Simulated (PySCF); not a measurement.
C₅H₆BF₂N.
SMILES: `FB(F)Cn1cccc1`

Torsions of this conformer, `[F:1][B:2]([F:3])[CH2:4][n:5]1[cH:6][cH:7][cH:8][cH:9]1`: F1–B2–C4–N5 -1°, B2–C4–N5–C6 -79°.

The closed-shell ground state was solved at several levels (PySCF, density fitting, gas phase, non-relativistic). The structure is a single PBE0-D3(BJ)/def2-SVP conformer in the gas phase; no vibrational or solvent corrections.

```tsv
level	basis functions	HOMO (eV)	LUMO (eV)	gap (eV)	dipole (D)
KT3/pcSseg-1	183	-5.13	-1.07	4.06	1.79
PBE0/pcSseg-1	183	-6.19	-0.08	6.11	1.90
B3LYP/pcJ-1	303	-5.96	-0.35	5.61	1.87
```

(1) What might CAM-B3LYP/def2-SVPD (234 basis functions) give for the same quantities?

(2) Over all these levels, which gives the widest orbital gap and which the narrowest?

(3) How far do the dipole and the HOMO energy spread over the levels?

Results:

(1) HOMO -7.51 eV, LUMO 0.73 eV, gap 8.24 eV, dipole 1.82 D.

(2) CAM-B3LYP/def2-SVPD (range-separated hybrid) has the widest, 8.24 eV, and KT3/pcSseg-1 (GGA) the narrowest, 4.06 eV. Functional and basis both differ between the two, so the spread mixes both effects.

(3) The dipole runs from 1.79 to 1.90 D (mean 1.85 D) and the HOMO from -7.51 to -5.13 eV.
